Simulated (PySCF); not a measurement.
Computed IR spectrum (relative IR intensity) of a molecule C₂H₆O₂Si₂. Coordinates come from a PBE-D3(BJ)/def2-SVP optimisation. The values are those of a single conformer. Method: PBE-D3(BJ)/def2-SVP (PySCF). Frequencies are harmonic and unscaled.

```tsv
ν (cm⁻¹)	relative intensity
337	2.4
418	2.3
581	9.0
666	4.7
680	3.4
704	3.4
752	9.0
768	4.3
876	77
923	100
930	16
977	14
1033	37
1086	3.3
1318	4.3
1740	44
2163	38
2174	18
2186	65
```

Q: Identify the compound among the candidates.
A. O[SiH2][Si@@H]1C=CO1
B. O=C1C[SiH2]O[SiH2]1
C. O[SiH2]C#C[SiH2]O
D. O[SiH2]C1=CO[SiH2]1

A: B, O=C1C[SiH2]O[SiH2]1
